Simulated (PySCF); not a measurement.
Run record: geometry optimisation, `O=CC1=C=CCCCCCC1`.

Method: PBE0-D3(BJ)/def2-SVP geometry optimisation, gas phase (PySCF 2.14.0). Start geometry: GFN2-xTB. The input is one job of a driver script: a line of settings, then coordinates in Å.

Input:
```
{"job": {"xc": "PBE0", "basis": "def2-SVP", "d3": "d3bj", "grid": 2, "kind": "geom"}, "charge": 0, "multiplicity": 1}
O      3.061299    -2.254996    -0.914044
C      2.738167    -1.140395    -0.583473
C      1.577529    -0.812853     0.245964
C      1.311161     0.440487     0.532777
C      0.958153     1.659035     0.786269
C      0.002467     2.442492    -0.081134
C     -1.414680     1.853328    -0.088439
C     -1.453733     0.399768    -0.577892
C     -1.463643    -0.637496     0.556476
C     -0.709773    -1.927764     0.205297
C      0.724808    -1.954579     0.746157
H      3.323874    -0.255290    -0.900813
H      1.345154     2.158704     1.664424
H     -0.037294     3.473524     0.272220
H      0.378304     2.451292    -1.107252
H     -1.846830     1.918221     0.911884
H     -2.021576     2.477441    -0.747728
H     -2.345358     0.251034    -1.190203
H     -0.593344     0.229040    -1.225862
H     -2.501023    -0.878240     0.797834
H     -1.020111    -0.209629     1.455998
H     -0.695618    -2.062740    -0.877835
H     -1.232661    -2.785969     0.631997
H      0.692759    -1.928337     1.838406
H      1.211034    -2.881933     0.436801
```

Output:
```
step   0  E = -463.79094286  max force = 0.014191
step   1  E = -463.79391608  max force = 0.002286
step   2  E = -463.79391397  max force = 0.002649
step   3  E = -463.79396287  max force = 0.000883
step   4  E = -463.79396973  max force = 0.000409
optimisation converged
```

Energies in Eh; «max force» is the largest Cartesian gradient component in Eh/bohr.

Task: Give the first gradient maximum in eV/Å.

Result: With 1 Eh/bohr = 51.422 eV/Å, 0.730 eV/Å.

Task: How much energy does the optimisation release, in eV?

Result: E(step 0) − E(last step) = 0.003027 Eh, which is 0.082 eV.

In short: final energy -463.79397 Eh after 4 steps; dipole 3.71 D.

Task: Give the final coordinates.

Result: 0.041 Å rms from the input after alignment:
```
atom  x, y, z in Å
O1     3.1841   -2.2078   -1.0429
C2     2.8841   -1.0948   -0.6873
C3     1.7256   -0.7887    0.1828
C4     1.4816    0.4788    0.4674
C5     1.1232    1.7120    0.7114
C6     0.1393    2.4781   -0.1497
C7    -1.2776    1.8930   -0.1797
C8    -1.3498    0.4385   -0.6632
C9    -1.3656   -0.6271    0.4485
C10   -0.5827   -1.9083    0.1319
C11    0.8537   -1.9265    0.6629
H12    3.4765   -0.2001   -1.0022
H13    1.5308    2.2029    1.6049
H14    0.1018    3.5208    0.1998
H15    0.5248    2.5137   -1.1825
H16   -1.7395    1.9769    0.8193
H17   -1.8777    2.5387   -0.8411
H18   -2.2498    0.3063   -1.2852
H19   -0.5049    0.2514   -1.3468
H20   -2.4143   -0.8836    0.6701
H21   -0.9740   -0.1953    1.3843
H22   -0.5760   -2.0802   -0.9583
H23   -1.0992   -2.7794    0.5661
H24    0.8286   -1.9143    1.7651
H25    1.3539   -2.8590    0.3607
```

On an Arm Neoverse V1 with one thread, no GPU, shared host with 32 logical CPUs at a one-minute load of 15, this took 2.7 min and 1.1 GiB of memory at its peak.
Labels such as C1 count atoms from 1, the log's own numbers from 0.
